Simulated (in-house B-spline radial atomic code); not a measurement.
Values are calculated unless marked as measured or tabulated.
**Stopping and range of 80 keV Ga in Si**

The pair potential comes from two frozen, spherical free-atom densities (PBE, B-spline radial code, scalar-relativistic past argon): electrostatics plus the change in Thomas-Fermi kinetic and Dirac exchange energy where they overlap, the recipe behind the universal ZBL potential, which averages such potentials (from solid-state densities) over many pairs. It is written V = (Z1 Z2 e²/r) φ(r/a), with e² = 14.3996 eV·Å and a = 0.46850 Å/(Z1^0.23 + Z2^0.23); ZBL's fit is φ = 0.18175 e^(−3.1998x) + 0.50986 e^(−0.94229x) + 0.28022 e^(−0.4029x) + 0.02817 e^(−0.20162x). Where φ falls below 4e-4 it is continued as an exponential.

The target is taken as amorphous, with density 2.329 g/cm³ (NSM archive of the Ioffe Institute); channelling is ignored. Masses: Ga 69.72, Si 28.09 u. Nuclear stopping is S_n = 4π a Z1 Z2 e² M1/(M1 + M2) × s_n(ε), with s_n integrated over impact parameters for each pair. Electronic stopping is Lindhard and Scharff's S_e = Z1^(1/6) 8π e² a0 Z1 Z2/(Z1^(2/3) + Z2^(2/3))^(3/2) × v/v0, with a0 = 0.529177 Å and v = v0 at 24.801 keV/u; it misses the oscillations with Z1 seen in experiment, which reach tens of per cent. Compounds add by atom fraction.

```tsv
target atom	a (Å)	ε at this energy	s_n, this pair	s_n, ZBL potential
Si	0.11603	0.4266	0.3684	0.3477
```

(1) What are the atom density and the stopping powers at entry?

Along the track:

```csv
E (keV),N S_n (eV/nm),N S_e (eV/nm)
4,711,57
12,986,98.7
24,1120,140
40,1190,180
60,1200,221
80,1190,255
```

(2) Estimate the path length and the projected range.

## Answers

(1) N = 2.329 × 0.602214/28.09 = 0.04993 atoms/Å³. For Si: S_n = 6495 × 0.3684 = 2393 eV·Å², S_e = 1.8048 × √80000 = 510.5 eV·Å². Averaged over the target's atoms and times N × 10 Å/nm, the ion loses N S_n = 1190 eV/nm to recoils and N S_e = 255 eV/nm to electrons; the nuclear share is 82 %.

(2) With continuous slowing down the path is the integral of dE/(N (S_n + S_e)). Trapezoids over the table give 59.6 nm, and the stretch below the first row, with stopping taken as √E, adds 2E/(N S) = 10 nm: 70 nm in all, against 68.1 nm on a fine grid from 5 eV. Deflections shorten the depth: to first order in the energy passed on, N (S_n + S_e) dR_p/dE = 1 − N S_n (M2/M1) R_p/(2E), summed over the target's atoms, and integrating this on the fine grid gives R_p = 54.4 nm, 0.80 of the path. Lindhard's rule of thumb R/(1 + M2/3M1), with mean M2/M1 = 0.40, gives 60 nm. On the ZBL potential the same equation gives 56.8 nm, and the full integral equation, which keeps hard collisions, 59.1 nm.
